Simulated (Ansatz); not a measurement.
Frontier orbitals of Br3Ga (`[Br][Ga]([Br])[Br]`).

```xyz
4

Br    0.590   -2.114    0.542
Ga    0.000    0.000    0.000
Br    0.998    1.750    1.026
Br   -1.587    0.364   -1.568
```

Total charge 0; spin multiplicity 1. Correlated methods include outer-core shells of Br, Ga, which these sets cover unevenly. Scalar relativity is left out up to krypton. The structure was optimised at the PBE0-D4/def2-TZVP level. Basis def2-TZVPP, Ansatz.

| functional | HOMO (eV) | LUMO (eV) | gap (eV) |
| --- | --- | --- | --- |
| PBE | -7.41 | -3.09 | 4.32 |
| revPBE | -7.35 | -2.97 | 4.38 |
| BLYP | -7.21 | -3.04 | 4.17 |
| B97M-V | -7.81 | -2.81 | 5.00 |
| PBE0 | -8.71 | -2.22 | 6.49 |
| ωB97M-V | -10.91 | -0.33 | 10.58 |

A quarter of exact exchange (PBE0) shifts PBE's HOMO by −1.30 eV and its LUMO by +0.87 eV; full exchange at long range (ωB97M-V) shifts them by −3.51 and +2.76 eV. The gap opens from 4.31 to 10.58 eV, since occupied levels lose self-interaction and empty ones feel all the electrons.
